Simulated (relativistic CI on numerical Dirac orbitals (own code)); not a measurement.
## Electric-dipole transitions in W⁵³⁺

Method of calculation: Dirac-Coulomb-Breit CI, orbitals from a KLI potential per configuration, a model potential for QED, unscaled Slater integrals (own radial code, finite nucleus).

Configuration list (outside the closed core [Ne]): 3s²3p⁶3d³, 3s²3p⁵3d⁴, 3s3p⁶3d⁴, 3s²3p⁶3d²4s, 3s²3p⁶3d²4p, 3s²3p⁶3d²4d, 3s²3p⁵3d³4s, 3s²3p⁶3d²4f, 3s²3p⁵3d³4p, 3s3p⁶3d³4s, 3p⁶3d⁴4p, 3p⁶3d⁵, 3p⁵3d⁶, 3p⁵3d⁵4s, 3p⁶3d⁴4s, 3p⁵3d⁴4s², 3s²3p⁶3d4s², 3s²3p⁶4s²4p, 3s²3p⁶4s²4d. Double excitations out of closed p, d and f shells are left out; levels of such configurations are missing from the list, as are those of other unlisted configurations, and high levels can miss mixing partners. These lack a partner that the ground configuration has and come out too high: 3s²3p⁵3d³4p.

| λ vac (nm) | Lower | Upper | A (s⁻¹) | E lower (10³ cm⁻¹) | E upper (10³ cm⁻¹) |
| --- | --- | --- | --- | --- | --- |
| 1.8233 | 3s²3p⁶3d³ ²G7/2 [5] | 3s²3p⁵3d⁴ ²D°5/2 [145] | 3.41e+12 | 607.5 | 6092.1 |
| 1.8388 | 3s²3p⁶3d³ ²H9/2 [4] | 3s²3p⁵3d⁴ ²F°7/2 [144] | 5.35e+12 | 606.2 | 6044.4 |
| 1.8496 | 3s²3p⁶3d³ ⁴F9/2 [9] | 3s²3p⁵3d⁴ ⁴D°7/2 [164] | 3.24e+12 | 1159.5 | 6566.2 |
| 1.8525 | 3s²3p⁶3d³ ⁴F7/2 [8] | 3s²3p⁵3d⁴ ²F°5/2 [160] | 3.73e+12 | 1122.1 | 6520.1 |
| 1.8589 | 3s²3p⁶3d³ ²H11/2 [12] | 3s²3p⁵3d⁴ ²G°9/2 [165] | 4.92e+12 | 1237.9 | 6617.3 |
| 1.8692 | 3s²3p⁶3d³ ⁴F9/2 [9] | 3s²3p⁵3d⁴ ²G°9/2 [159] | 2.00e+12 | 1159.5 | 6509.3 |
| 1.8768 | 3s²3p⁶3d³ ⁴F3/2 [1] | 3s²3p⁵3d⁴ ⁴D°1/2 [137] | 7.26e+12 | 0.0 | 5328.1 |
| 1.8786 | 3s²3p⁶3d³ ²D5/2 [13] | 3s²3p⁵3d⁴ ⁴D°7/2 [164] | 2.72e+12 | 1243.1 | 6566.2 |
| 1.8816 | 3s²3p⁶3d³ ²G9/2 [17] | 3s²3p⁵3d⁴ ²F°7/2 [189] | 4.64e+12 | 1757.8 | 7072.4 |
| 1.8842 | 3s²3p⁶3d³ ²H11/2 [12] | 3s²3p⁵3d⁴ ²H°11/2 [161] | 5.01e+12 | 1237.9 | 6545.3 |
| 1.8850 | 3s²3p⁶3d³ ²G9/2 [17] | 3s²3p⁵3d⁴ ²G°9/2 [188] | 2.94e+12 | 1757.8 | 7062.9 |
| 1.8851 | 3s²3p⁶3d³ ⁴F9/2 [9] | 3s²3p⁵3d⁴ ⁴D°7/2 [158] | 2.23e+12 | 1159.5 | 6464.3 |
| 1.8957 | 3s²3p⁶3d³ ²D5/2 [7] | 3s²3p⁵3d⁴ ²D°5/2 [145] | 3.51e+12 | 817.1 | 6092.1 |
| 1.9031 | 3s²3p⁶3d³ ²G9/2 [17] | 3s²3p⁵3d⁴ ²H°11/2 [187] | 3.22e+12 | 1757.8 | 7012.3 |
| 1.9322 | 3s²3p⁶3d³ ⁴F5/2 [2] | 3s²3p⁵3d⁴ ⁴D°3/2 [139] | 2.67e+12 | 524.2 | 5699.6 |
| 1.9350 | 3s²3p⁶3d³ ²G7/2 [5] | 3s²3p⁵3d⁴ ²G°7/2 [142] | 1.93e+12 | 607.5 | 5775.4 |
| 1.9398 | 3s²3p⁶3d³ ²H9/2 [4] | 3s²3p⁵3d⁴ ²H°9/2 [140] | 2.85e+12 | 606.2 | 5761.5 |
| 2.9966 | 3s²3p⁶3d³ ²H11/2 [12] | 3s²3p⁵3d⁴ ²G°9/2 [122] | 1.47e+12 | 1237.9 | 4575.0 |
| 2.9974 | 3s²3p⁶3d³ ⁴F5/2 [2] | 3s²3p⁵3d⁴ ⁴F°5/2 [73] | 9.68e+11 | 524.2 | 3860.4 |
| 3.0047 | 3s²3p⁶3d³ ⁴F3/2 [1] | 3s²3p⁵3d⁴ ²D°3/2 [35] | 1.68e+12 | 0.0 | 3328.1 |
| 3.0090 | 3s²3p⁶3d³ ²G9/2 [17] | 3s²3p⁵3d⁴ ²F°7/2 [133] | 1.42e+12 | 1757.8 | 5081.1 |
| 3.0288 | 3s²3p⁶3d³ ²H9/2 [4] | 3s²3p⁵3d⁴ ²F°7/2 [79] | 6.30e+11 | 606.2 | 3907.9 |
| 3.0356 | 3s²3p⁶3d³ ⁴F5/2 [2] | 3s²3p⁵3d⁴ ⁴D°3/2 [69] | 9.86e+11 | 524.2 | 3818.4 |
| 3.0456 | 3s²3p⁶3d³ ²H9/2 [4] | 3s²3p⁵3d⁴ ²H°9/2 [77] | 1.37e+12 | 606.2 | 3889.7 |
| 3.0488 | 3s²3p⁶3d³ ²G7/2 [5] | 3s²3p⁵3d⁴ ²F°5/2 [76] | 8.55e+11 | 607.5 | 3887.5 |
| 3.0573 | 3s²3p⁶3d³ ²G7/2 [5] | 3s²3p⁵3d⁴ ⁴G°7/2 [74] | 1.27e+12 | 607.5 | 3878.4 |
| 3.0748 | 3s²3p⁶3d³ ⁴F3/2 [1] | 3s²3p⁵3d⁴ ⁴G°5/2 [34] | 1.38e+12 | 0.0 | 3252.2 |
| 3.0918 | 3s²3p⁶3d³ ⁴F9/2 [9] | 3s²3p⁵3d⁴ ²H°9/2 [109] | 1.09e+12 | 1159.5 | 4393.9 |
| 3.1249 | 3s²3p⁶3d³ ²H11/2 [12] | 3s²3p⁵3d⁴ ²H°11/2 [113] | 1.04e+12 | 1237.9 | 4438.0 |
| 3.1626 | 3s²3p⁶3d³ ²H9/2 [4] | 3s²3p⁵3d⁴ ²H°11/2 [67] | 3.91e+11 | 606.2 | 3768.2 |

Terms are leading LS components. Brackets give the number of a level in order of energy, since labels repeat. The list gives strong lines, with weight on those to low levels, without lines whose two gauges differ by over a factor of 2.5, among the lowest 200 of 2434 levels, so that lines to higher ones, which can be the strongest, are missing. Levels whose partners in the same complex of configurations lie outside the list can be far off, and so can their lines. Rates are taken at the computed energies, electric ones in the length gauge.

At this charge energies of transitions that change n are usually good to better than 1 %, and those within a shell (Δn = 0) to a few per cent.

LS names give the leading component of a level, which can be under half, so a name can repeat, a term be missing and a line seem to break the LS rules.
